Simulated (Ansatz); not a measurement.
Cost and result for the atomization energy of `NCOC=[Se]` (10 atoms, 9 bonds).

```xyz
10

N     0.813   -0.959    1.320
C     0.334    0.114    0.559
O    -0.377   -0.363   -0.634
C    -0.887    0.513   -1.456
Se   -0.858    2.282   -1.356
H     1.499   -1.520    0.836
H     0.081   -1.547    1.690
H    -0.374    0.724    1.122
H     1.145    0.752    0.205
H    -1.378    0.005   -2.286
```

Charge 0, multiplicity 1. Correlated methods include outer-core shells of Se, which these sets cover unevenly. Scalar relativity is left out up to krypton. Geometry: relaxed with PBE0-D4/def2-TZVP. It is one conformer, not always the lowest. Program: Ansatz. All runs use 4 threads of an Arm Neoverse V1 on a shared host. Times are those of one run each, without the atoms' runs, and a repeat can differ threefold. Electronic energies, without spin–orbit coupling; frozen cores. CCSD(T)/CBS adds CCSD(T) − MP2 in def2-TZVPP to the MP2 limit, and its time is that of the two runs behind it. T1 = 0.016. With those shells the extrapolation isn't a true limit. B3LYP takes the VWN-RPA correlation (the form of Gaussian; ORCA's B3LYP/G).

CCSD(T)/CBS is a level of theory with its own doubt, some kJ/mol a heavy atom from the limit and from the frozen cores, so smaller differences don't rank the functionals.

| level | functions | wall time |
| --- | --- | --- |
| PBE-D4/def2-TZVPP (with forces) | 242 | 2.6 s |
| PBE0-D4/def2-TZVPP | 242 | 3.2 s |
| B3LYP-D4/def2-TZVPP (with forces) | 242 | 4.9 s |
| r2SCAN-D4/def2-TZVPP (with forces) | 242 | 5 s |
| B2PLYP/def2-TZVPP | 242 | 6.5 s |
| ωB97X-V/def2-TZVPP | 242 | 8 s |
| ωB97M-V/def2-TZVPP (with forces) | 242 | 12 s |
| MP2/def2-QZVPP | 467 | 28 s |
| CCSD(T)/def2-TZVPP | 242 | 3.7 min |
| CCSD(T)/CBS(def2) | – | 4.2 min |

Q: What atomization energy does each give, and how far from CCSD(T)/CBS? (An estimate is asked.)

A: Computed: 
```csv
level,atomization (kJ/mol),difference from CCSD(T)/CBS,per bond
PBE-D4/def2-TZVPP (with forces),3839.5,143.2,15.9
PBE0-D4/def2-TZVPP,3715.6,19.3,2.1
B3LYP-D4/def2-TZVPP (with forces),3701.6,5.3,0.6
r2SCAN-D4/def2-TZVPP (with forces),3707.0,10.7,1.2
B2PLYP/def2-TZVPP,3657.9,-38.4,-4.3
ωB97X-V/def2-TZVPP,3700.1,3.8,0.4
ωB97M-V/def2-TZVPP (with forces),3697.3,1.0,0.1
MP2/def2-QZVPP,3731.4,35.1,3.9
CCSD(T)/def2-TZVPP,3577.2,-119.1,-13.2
CCSD(T)/CBS(def2),3696.3,0.0,0.0
```

The D4 term adds +31.5 kJ/mol with B3LYP and +16.5 kJ/mol with PBE0; it sums over pairs of atoms, weighted by their polarisabilities, and B3LYP, whose exchange is more repulsive, gets the larger term. In def2-TZVPP, CCSD(T) changes the Hartree–Fock value by +1138.2 kJ/mol (the triples alone add +83.3 kJ/mol) and MP2 by +1222.5 kJ/mol; breaking electron pairs costs correlation energy, which Hartree–Fock lacks. From PBE to PBE0 (25 % exact exchange), in def2-TZVPP and without D4, the atomization energy moves by −120.8 kJ/mol: exact exchange takes away binding that semilocal exchange gives to molecules.
